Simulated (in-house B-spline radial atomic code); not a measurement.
Configurations of Xe VII (Xe6+), with energies counted from [Kr] 4d10 5s2. Method: Dirac-Hartree-Fock, average of configuration, Fermi nucleus of rms radius 4.7859 fm. Calculated with a B-spline radial code for spherical atoms. Energies include first-order Breit, QED and recoil terms.

Occupations are held fixed; configurations that lie above the ionisation limit could autoionise.

```csv
configuration,E - E(ref) (eV),highest orbital,its <r> (bohr)
[Kr] (4d3/2)4 (4d5/2)5 5s2 8s1,124.35,8s1/2,7.177
[Ar] 3d10 4s2 (4p1/2)1 (4p3/2)4 4d10 5s2 (7p3/2)1,221.14,7p3/2,5.358
[Ar] 3d10 4s2 (4p1/2)2 (4p3/2)3 4d10 5s2 (9g9/2)1,226.65,9g9/2,15.7
[Ar] 3d10 4s2 (4p1/2)1 (4p3/2)4 4d10 5s2 (7f7/2)1,230.96,7f7/2,7.802
[Ar] (3d3/2)4 (3d5/2)5 4s2 4p6 4d10 5s2 (8f5/2)1,744.83,8f5/2,10.68
[Ar] (3d3/2)3 (3d5/2)6 4s2 4p6 4d10 5s2 (7d5/2)1,748,7d5/2,6.175
```

Question: Order these further configurations by energy, lowest first.
A. [Ar] (3d3/2)3 (3d5/2)6 4s2 4p6 4d10 5s2 7s1
B. [Ar] 3d10 4s2 (4p1/2)1 (4p3/2)4 4d10 5s2 (5g7/2)1
C. [Kr] (4d3/2)4 (4d5/2)5 5s2 (7p3/2)1
D. [Kr] (4d3/2)4 (4d5/2)5 5s2 (6g7/2)1
E. [Ar] (3d3/2)4 (3d5/2)5 4s2 4p6 4d10 5s2 (8d3/2)1

Answer: C (118.11 eV), D (125.64 eV), B (220.52 eV), A (740.29 eV), E (741.53 eV).

Question: How far above the reference does [Kr] (4d3/2)3 (4d5/2)6 5s2 (7f5/2)1 lie?

Answer: 129.97 eV; its least bound orbital is 7f5/2 with <r> = 7.829 bohr.
